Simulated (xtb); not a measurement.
F₃Si (SMILES F[Si](F)F), doublet, geometry from GFN2-xTB; GFN2-xTB with ALPB(thf) run with xtb.

xtb was given this input:
```
$ xtb mol.xyz --gfn 2 --uhf 1 --alpb thf --json

# file mol.xyz
4

Si     0.25525364     0.24331611     0.24315598
F     -0.69074141    -0.73372896     1.06805322
F     -0.73927609     1.06837931    -0.68429241
F      1.03295628    -0.71314208    -0.76200346
```

Q: Write the output that xtb gives for this input, abridged.

A: 
```
   ID    Z sym.   atoms
    1   14 Si     1
    2    9 F      2-4

           -------------------------------------------------
          |                Calculation Setup                |
           -------------------------------------------------

           -------------------------------------------------
          |                 G F N 2 - x T B                 |
           -------------------------------------------------

      * Solvation model:               ALPB
        Solvent                        thf
        Parameter file                 internal GFN2-xTB/ALPB
        Dielectric constant                7.6000E+00
        Reference state                gsolv [1 M gas/solution]
        Free energy shift                  5.3248E-03 Eh       3.3414E+00 kcal/mol
        Temperature                        2.9815E+02 K
        Density                            8.8300E-01 kg/L
        Solvent mass                       7.2106E+01 g/mol
        Interaction kernel             P16
        Born radius scaling (c1)           1.7311E+00
        Born radii integrator          GBOBC
        Born offset                        0.0000E+00 a0       0.0000E+00 AA
        H-bond correction              true
        Ion screening                  false
        Surface tension                    1.0000E-05 Eh       1.5569E+01 dyn/cm
        Grid points                               230 per atom

          ...................................................
          :                      SETUP                      :
          :.................................................:
          :  # basis functions                  22          :
          :  # atomic orbitals                  21          :
          :  # shells                            9          :
          :  # electrons                        25          :
          :  max. iterations                   250          :
          :  Hamiltonian                  GFN2-xTB          :
          :  restarted?                      false          :
          :  GBSA solvation                   true          :
          :  PC potential                    false          :
          :  electronic temp.          300.0000000     K    :
          :  accuracy                    1.0000000          :
          :  -> integral cutoff          0.2500000E+02      :
          :  -> integral neglect         0.1000000E-07      :
          :  -> SCF convergence          0.1000000E-05 Eh   :
[...]
         :: total energy             -16.026089799459 Eh    ::
[...]
        18                          0.0064147               0.1746
        19                          0.3864913              10.5170
        20                          0.9308244              25.3290
        21                          0.9308245              25.3290
      -------------------------------------------------------------
                  HL-Gap            0.1836589 Eh            4.9976 eV
             Fermi-level           -0.3745445 Eh          -10.1919 eV

     #   Z          covCN         q      C6AA      α(0)
     1  14 Si       2.115     0.627   173.436    28.067
     2   9 F        0.705    -0.209    11.341     3.976
     3   9 F        0.705    -0.209    11.341     3.976
     4   9 F        0.705    -0.209    11.341     3.976

 Mol. C6AA /au·bohr⁶  :        502.883000
 Mol. C8AA /au·bohr⁸  :      22106.554591
 Mol. α(0) /au        :         39.996606

Wiberg/Mayer (AO) data.
largest (>0.10) Wiberg bond orders for each atom

 ---------------------------------------------------------------------------
     #   Z sym  total        # sym  WBO       # sym  WBO       # sym  WBO
 ---------------------------------------------------------------------------
     1  14 Si   3.463 --     2 F    1.154     4 F    1.154     3 F    1.154
     2   9 F    1.261 --     1 Si   1.154
     3   9 F    1.261 --     1 Si   1.154
     4   9 F    1.261 --     1 Si   1.154
 ---------------------------------------------------------------------------

Topologies differ in total number of bonds
Writing topology from bond orders to xtbtopo.mol

molecular dipole:
                 x           y           z       tot (Debye)
 q only:        0.459       0.438       0.438
   full:        0.417       0.397       0.397       1.778
molecular quadrupole (traceless):
                xx          xy          yy          xz          yz          zz
 q only:        0.087       1.351      -0.043       1.350       1.287      -0.044
  q+dip:        0.105       1.628      -0.051       1.627       1.551      -0.053
   full:        0.091       1.423      -0.045       1.422       1.355      -0.047

           -------------------------------------------------
          | TOTAL ENERGY              -16.026089799459 Eh   |
          | GRADIENT NORM               0.002642823558 Eh/α |
          | HOMO-LUMO GAP               4.997614026282 eV   |
           -------------------------------------------------

normal termination of xtb
```
